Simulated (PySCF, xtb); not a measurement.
H₄O₃Sn, SMILES [SnH]([OH])([OH])[OH].

GFN2-xTB (xtb) at its own geometry gives an orbital gap of 5.58 eV and a dipole moment of 0.64 D.

Coordinates come from a PBE0-D3(BJ)/def2-SVP optimisation. The def2 effective core potentials stand for the cores of Sn; spin–orbit coupling is left out. Other conformers were not sampled.

Q: What does PBE0/def2-TZVP (PySCF) give? (Estimate from the structure and the level; the computed values follow.)

A: gap 7.65 eV (levels -8.74 and -1.09 eV), dipole 0.51 D.
